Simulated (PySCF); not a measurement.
HSe, doublet, geometry from GFN2-xTB. Base run: B3LYP/cc-pVDZ (PySCF).

PySCF was given this input:
```python
from pyscf import gto, scf, dft

mol = gto.Mole()
mol.atom = '''
    Se   -0.000000   -0.000000   -0.041301
    H     0.000000    0.000000    1.404244
'''
mol.basis = 'cc-pvdz'
mol.charge = 0
mol.spin = 1
mol.verbose = 4
mol.build()

mf = dft.UKS(mol)
mf.xc = 'b3lyp'
mf.kernel()
mf.analyze()
```

Variants of this job, named by their change:

```
change                                                                                         basis functions       E (Eh)  HOMO (eV)  dipole (D)
---------------------------------------------------------------------------------------------  ---------------  -----------  ---------  ----------
base                                                                                                        32  -2402.12247      -6.53        0.67
basis = cc-pVTZ-DK; relativity = spin-free X2C; nucleus = Gaussian (with mol.nucmod = 'G')                  57  -2430.48392      -6.75        0.52
basis = jorge-DZP-DKH; relativity = spin-free X2C; nucleus = Gaussian (with mol.nucmod = 'G')               48  -2430.34623      -6.38        0.76
basis = x2c-TZVPall; relativity = none                                                                      54  -2388.66344      -6.77        0.61
basis = jorge-DZP-DKH; relativity = spin-free X2C                                                           48  -2430.36261      -6.38        0.76
basis = jorge-DZP-DKH; relativity = none                                                                    48  -2395.61890      -6.46        0.87
basis = x2c-TZVPall; relativity = spin-free X2C                                                             54  -2430.49202      -6.71        0.50
basis = cc-pVTZ-DK; relativity = spin-free X2C                                                              57  -2430.50226      -6.75        0.52
basis = x2c-TZVPall; relativity = spin-free X2C; nucleus = Gaussian (with mol.nucmod = 'G')                 54  -2430.47644      -6.71        0.50
basis = cc-pVTZ-DK; relativity = none                                                                       57  -2383.92677      -6.80        0.63
```

Total energies compare only within one method and basis.

Open shells are given as the SCF converged; they aren't shown to be the lowest states, and a large step between rows can be another state.

Basis sets contracted for a relativistic Hamiltonian are a mismatch without it, so the rows without relativity aren't non-relativistic limits. No row has spin-orbit coupling; sets with core potentials leave out the core electrons.
